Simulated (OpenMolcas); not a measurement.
Co2+, Rh2+, Ir2+: d⁷ down the group

| Quantity | Value |
| --- | --- |
| Program | OpenMolcas 26.06 |
| Method | MS-CASPT2, IPEA 0.25 Eh, imaginary shift 0.1 Eh |
| Basis | ANO-RCC-VQZP |
| Scalar Hamiltonian | DKH2, point nucleus |
| Spin-orbit coupling | state interaction with AMFI integrals over the reference wave functions, term energies averaged over their components |

Active space for each ion: 7 electrons in 6 orbitals (d s); closed shells correlated by CASPT2: Co2+ 3s 3p; Rh2+ 4s 4p; Ir2+ 5s 5p.

Computed levels in cm-1 above ⁴F_9/2:

```json
{"Level": "⁴F_7/2", "Co2+": "890", "Rh2+": "2250", "Ir2+": "8100"}
{"Level": "⁴P_5/2", "Co2+": "15190", "Rh2+": "11200", "Ir2+": "12460"}
{"Level": "⁴P_1/2", "Co2+": "15860", "Rh2+": "12680", "Ir2+": "15940"}
{"Level": "²G_9/2", "Co2+": "16380", "Rh2+": "13070", "Ir2+": "16340"}
{"Level": "²G_7/2", "Co2+": "17230", "Rh2+": "15220", "Ir2+": "20950"}
{"Level": "²P_1/2", "Co2+": "19950", "Rh2+": "18250", "Ir2+": "27810"}
{"Level": "²D_5/2(1)", "Co2+": "22510", "Rh2+": "18420", "Ir2+": "24100"}
{"Level": "²H_11/2", "Co2+": "22530", "Rh2+": "17860", "Ir2+": "21970"}
{"Level": "²H_9/2", "Co2+": "23280", "Rh2+": "20080", "Ir2+": "29960"}
{"Level": "weight of ⁴F in the lowest level (%)", "Co2+": "100", "Rh2+": "97", "Ir2+": "84"}
```

Mixed levels, with the weight of the term that names them: Ir2+ ⁴P_5/2 (62 %), Ir2+ ²G_9/2 (54 %), Ir2+ ²G_7/2 (66 %), Ir2+ ²P_1/2 (69 %), Ir2+ ²D_5/2(1) (70 %), Ir2+ ²H_9/2 (73 %).

Measured, with the error of the calculation in %. Measured levels: Co2+ from Sugar and Corliss, J. Phys. Chem. Ref. Data 10, 1097 (1981); Rh2+ from the list in Shadmi, J. Res. Natl. Bur. Stand. 70A, 435 (1966).

```csv
Level,Co2+,Rh2+
⁴F_7/2,841 (+5.8),2148 (+4.8)
⁴P_5/2,15202 (-0.1),11062 (+1.3)
⁴P_1/2,15811 (+0.3),
²G_9/2,16978 (-3.5),
²G_7/2,17766 (-3.0),
²D_5/2(1),23059 (-2.4),
²H_11/2,22720 (-0.9),
²H_9/2,23434 (-0.7),
```

The fine-structure level ⁴F_7/2 changes by a factor of 9.1 from Co2+ to Ir2+.

Without spin-orbit coupling ⁴P lies 14600, 9760, 6350 cm-1 above ⁴F in that order; the difference to the level ⁴P_5/2, of either sign, comes from spin-orbit coupling, which also lowers the zero.

CASPT2 breaks the degeneracy within a term, and the mean is taken; among the terms shown or strongly mixed into the levels shown the widest spread is 1700 cm-1 (3d⁷ ⁴F, Co2+). Blocks of more than 70 roots (2S+1 = 2 even) ran without multistate coupling. Terms from blocks run as CI alone lack orbitals of their own. The CASPT2 spread within a term exceeds the gap to the next term for 3d⁷ ²H and 3d⁷ ²D(1), so the order of their levels is uncertain (holds for Co2+). Some high roots are left out of the spin-orbit mixing, which shifts the levels that they would mix with (holds for Ir2+). Configurations are named by rounded mean occupations; where the s occupation lies near a half they are strongly mixed, a name can repeat and a true partner stay unpaired (holds for Ir2+). Measured partners are found by configuration, term and J. A level has none where our copy of the source lacks it or the pairing is in doubt (some pairs that miss far off the trend of their configuration count as doubtful), and it then counts in no deviation. Only configurations of the active space appear.

A number in round brackets counts repeated terms of one configuration in the order of the reference energies.
